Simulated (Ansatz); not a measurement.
Computed with Ansatz on PBE0-D4/def2-TZVP structures; ΔE is electronic, products minus reactants. CCSD(T)/CBS is the MP2 limit (def2-TZVPP, def2-QZVPP) plus CCSD(T) − MP2 in def2-TZVPP, frozen cores. This one scheme is used for every species. Functionals use def2-TZVPP. B3LYP here is the variant with VWN-RPA as its local correlation; programs differ in this. HSE06 is defined as in plane-wave codes. For Ga outer-core shells are correlated without core-valence functions, which leaves a few kJ/mol of doubt a bond. Scalar relativity is left out up to krypton. One conformer a species, not always the lowest.

`C[S][Ga]([F])[F]` + `N=C=O` → `O=C=[N][Ga]([F])[F]` + CH₃SH  (ligand exchange at a Ga–S bond)

| level | ΔE (kJ/mol) | difference from CCSD(T)/CBS |
| --- | --- | --- |
| LDA (SPW92) | 36.2 | 15.0 |
| PBE-D4 | 35.7 | 14.5 |
| revPBE-D4 | 33.2 | 12.0 |
| BLYP-D4 | 31.8 | 10.6 |
| B97M-V | 25.6 | 4.4 |
| PBE0-D4 | 27.6 | 6.4 |
| B3LYP-D4 | 25.9 | 4.7 |
| r2SCANh-D4 | 26.4 | 5.2 |
| r2SCAN0-D4 | 23.1 | 1.9 |
| HSE06-D4 | 27.5 | 6.3 |
| BHLYP-D4 | 17.7 | -3.5 |
| CAM-B3LYP-D4 | 19.3 | -1.9 |
| ωB97X-V | 18.5 | -2.7 |
| ωB97M-V | 22.2 | 1.0 |
| B2PLYP | 18.6 | -2.6 |
| PBE-QIDH | 17.3 | -3.9 |
| PBE | 33.9 | 12.7 |
| revPBE | 31.8 | 10.6 |
| r2SCAN | 28.2 | 7.0 |
| PBE0 | 26.0 | 4.8 |
| r2SCAN0 | 22.7 | 1.5 |
| HSE06 | 25.9 | 4.7 |
| BHLYP | 13.9 | -7.3 |
| CAM-B3LYP | 17.5 | -3.7 |
| LC-ωPBE | 17.5 | -3.7 |
| RPA@PBE/def2-TZVPP | 12.5 | -8.7 |
| HF/def2-SVP | -5.2 | -26.4 |
| MP2/def2-SVP | 7.0 | -14.2 |
| CCSD/def2-SVP | 5.2 | -16.0 |
| CCSD(T)/def2-SVP | 8.1 | -13.1 |
| MP2/def2-TZVPP | 13.6 | -7.6 |
| SCS-MP2/def2-TZVPP | 9.5 | -11.7 |
| CCSD/def2-TZVPP | 9.6 | -11.6 |
| CCSD(T)/def2-TZVPP | 13.2 | -8.0 |
| HF/def2-QZVPP | -4.2 | -25.4 |
| MP2/def2-QZVPP | 17.6 | -3.6 |
| SCS-MP2/def2-QZVPP | 13.0 | -8.2 |
| HF/CBS(def2) | -4.4 | -25.6 |
| MP2/CBS(def2) | 21.6 | 0.4 |
| CCSD/CBS(def2) | 17.6 | -3.6 |
| CCSD(T)/CBS | 21.2 | 0 |

Largest T1 diagnostic among the species: 0.018.

From BLYP to BHLYP (50 % exact exchange), in def2-TZVPP and without D4, ΔE moves by −14.6 kJ/mol. Leaving LDA and LC-ωPBE aside and taking each functional with its dispersion term where it has one, the values spread over 18.4 kJ/mol, from PBE-QIDH to PBE-D4. In def2-TZVPP, CCSD(T) changes the Hartree–Fock value by +15.7 kJ/mol (the triples alone add +3.6 kJ/mol) and MP2 by +16.1 kJ/mol.
